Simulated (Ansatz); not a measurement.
CrO₂F, SMILES [O]=[Cr](=[O])[F] (connectivity only; charge and spin as stated), neutral, multiplicity 2. Atoms are numbered in the order given.

```xyz
4

Cr     0.0000     0.0000     0.0412
O      0.0000     1.2984     0.8798
O      0.0000    -1.2984     0.8798
F      0.0000     0.0000    -1.6681
```
Charge 0, spin multiplicity 2.

Geometry optimised at PBE0-D3(BJ)/def2-SVP. The spin state was assumed, not searched. The isomer is the one that the SMILES or the coordinates give; other isomers of the formula were not compared.

Two levels are set side by side: PBE-D3(BJ)/def2-SVP (Ansatz, a quantum-chemistry and plane-wave program) and PBE0-D3(BJ)/def2-SVP (Ansatz). Each level has its own optimised geometry; the coordinates shown are those of the second. Differences are taken from unrounded values.

```
quantity              PBE0-D3(BJ)
--------------------  -----------
mean bond length (Å)        1.600
bond Cr1–O2 (Å)             1.546
bond Cr1–O3 (Å)             1.546
bond Cr1–F4 (Å)             1.709
```

What does PBE-D3(BJ) give, and how far is it from PBE0-D3(BJ)? (The exact figures need the calculation; the answer reports its results.)


| quantity | PBE-D3(BJ) | PBE-D3(BJ) minus PBE0-D3(BJ) |
|---|---|---|
| mean bond length (Å) | 1.620 | 0.020 |
| bond Cr1–O2 (Å) | 1.569 | 0.023 |
| bond Cr1–O3 (Å) | 1.569 | 0.023 |
| bond Cr1–F4 (Å) | 1.723 | 0.014 |

GGA bonds tend to be longer and softer than those of functionals with exact exchange. Differences between two approximate levels are no errors against the true value.
